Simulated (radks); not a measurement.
Task: These are the eigenvalues of the occupied orbitals of an atom or ion with whole-number occupations (eV). Calculated with a radial shooting solver on a logarithmic mesh with Libxc functionals: scalar-relativistic Kohn-Sham, PBEsol, spin-polarised, spherical densities, finite nucleus; Fermi nuclear charge, rms radius of each element as measured or else 0.836 A^(1/3) + 0.57 fm.

1s down: -43391.10
1s up: -43391.10
2s up: -7029.081
2s down: -7029.065
2p up: -6286.297
2p down: -6286.287
3s up: -1534.830
3s down: -1533.741
3p up: -1300.528
3p down: -1299.445
3d up: -975.0163
3d down: -974.1753
4s up: -316.1658
4s down: -313.2799
4p up: -239.4402
4p down: -236.5333
4d up: -130.3652
4d down: -127.4361
5s up: -54.1628
5s down: -52.2993
5p up: -35.5457
5p down: -34.1069
4f up: -15.5017

Which element is it, and in what charge state? The configuration may be excited. Open shells, if any, are filled with parallel spins first.

Result: Z = 60, neodymium, charge +2: Nd2+ in [Xe] 4f4. The list shows which subshells hold electrons but not how many an open one holds; the 1s level, -1594.6 hartree, gives Z - s = 56.5 by -(Z - s)^2/2, which with screening and relativity narrows Z to a few neighbours, and the depths of the outer levels then fix element, charge and occupations together.
